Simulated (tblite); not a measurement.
Run record: tight-binding relaxation, `N#C[C@@H](OC=O)[S@@](=O)[O-]`.

Computed with GFN2-xTB geometry optimisation, gas phase (tblite 0.8.0). Start geometry: from a force field or distance geometry. The command runs a driver script over a list of jobs; the input below is this job's line of settings and its coordinates in Å.

Command:
```bash
OMP_NUM_THREADS=1 python probes_run.py task.json out
```

Input:
```
{"job": {"kind": "relax", "xc": "GFN2-xTB", "basis": "xTB"}, "charge": -1, "multiplicity": 1}
N     -1.266700    -2.109900     1.311400
C     -0.882400    -1.121800     0.814600
C     -0.273400     0.053500     0.179400
O      0.594300    -0.337400    -0.903300
C      1.866000    -0.581200    -0.514500
O      2.323400    -0.555600     0.605200
S     -1.718800     1.066900    -0.486500
O     -2.330900     1.595700     0.797000
O     -0.993500     2.108000    -1.302200
H      0.231000     0.708700     0.892500
H      2.456300    -0.824200    -1.419400
```

Output:
```
step      E/eV     max force
  0    -818.08814    2.838
  1    -818.26467    5.601
  2    -818.31982    3.869
  3    -818.44972    0.901
  4    -818.46456    0.480
  5    -818.48158    0.828
  6    -818.49098    0.302
  7    -818.49707    0.216
  8    -818.50260    0.308
  9    -818.50669    0.274
... (103 lines left out)
113    -818.69113    0.087
114    -818.69135    0.083
115    -818.69166    0.076
116    -818.69201    0.072
117    -818.69230    0.063
118    -818.69269    0.058
119    -818.69304    0.048
120    -818.69322    0.027
121    -818.69328    0.028
122    -818.69330    0.009
```

«max force» is the largest atomic force in eV/Å.

**Question.** From which step on does the largest force stay under 0.1 eV/Å, and how much energy is left to gain from there?

**Answer.** From step 113 (0.087 eV/Å), 2.2 meV above the end.

Summary of the converged run: energy lowered by 14.0 kcal/mol over 122 steps; largest atomic force 0.009 eV/Å at the end.

**Question.** Where do the atoms end?

**Answer.** 0.999 Å rms from the input after alignment:
```
atom  x, y, z in Å
N1    -2.0718   -2.2315    1.2095
C2    -1.2536   -1.4711    0.9315
C3    -0.3072   -0.4894    0.5680
O4     0.6562   -0.9196   -0.3280
C5     1.4074    0.2033   -0.7609
O6     2.0388    0.8705    0.0397
S7    -1.1729    0.9637   -0.4823
O8    -1.3202    2.0522    0.4836
O9     0.0796    1.0723   -1.3758
H10    0.1084    0.0536    1.4279
H11    1.8407   -0.1014   -1.7391
```

On one thread of an Arm Neoverse V2, shared host with 96 logical CPUs at a one-minute load of 60, this took 0.64 s.
Labels such as C1 count atoms from 1, the log's own numbers from 0.
